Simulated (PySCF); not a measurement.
Br2ClGa. Atoms are numbered in the order given.

```xyz
4

Ga     0.0000     0.0000     0.3546
Cl     0.0000     0.0000     2.4813
Br     0.0000     1.9669    -0.7596
Br     0.0000    -1.9669    -0.7596
```

The structure is a stationary point at PBE0-D3(BJ)/def2-SVP. The structure was generated by enumeration; whether it is a known compound was not checked.

Computed with TDA-PBE/def2-SVPD (PySCF).

Vertical excitations. Isolated molecule, no solvent. State labels are in the subgroup C2v.

Q: List the lowest excited states. (An estimate is asked for; the answer gives what the named calculation found.)

A: 
```csv
state,symmetry,energy (eV),λ (nm),f,main pairs
S1,B2,4.51,275,0.003,HOMO→LUMO 99 %
S2,A2,4.74,261,0.000,HOMO−1→LUMO 100 %
S3,A1,4.90,253,0.028,HOMO−2→LUMO 97 %
S4,B1,4.98,249,0.004,HOMO−3→LUMO 99 %
S5,A2,5.08,244,0.000,HOMO→LUMO+1 100 %
S6,B2,5.20,238,0.022,"HOMO−4→LUMO 85 %, HOMO−1→LUMO+1 14 %"
S7,B1,5.41,229,0.000,HOMO−2→LUMO+1 100 %
S8,B1,5.72,217,0.027,HOMO−5→LUMO 99 %
S9,B2,5.72,217,0.086,"HOMO−1→LUMO+1 73 %, HOMO−6→LUMO 15 %"
S10,A2,5.73,217,0.000,HOMO−4→LUMO+1 100 %
T1,B2,4.20,295,0,HOMO→LUMO 100 %
T2,A2,4.47,278,0,HOMO−1→LUMO 100 %
T3,A1,4.52,274,0,HOMO−2→LUMO 100 %
T4,B1,4.68,265,0,HOMO−3→LUMO 99 %
```
Triplets are in the Tamm–Dancoff approximation.
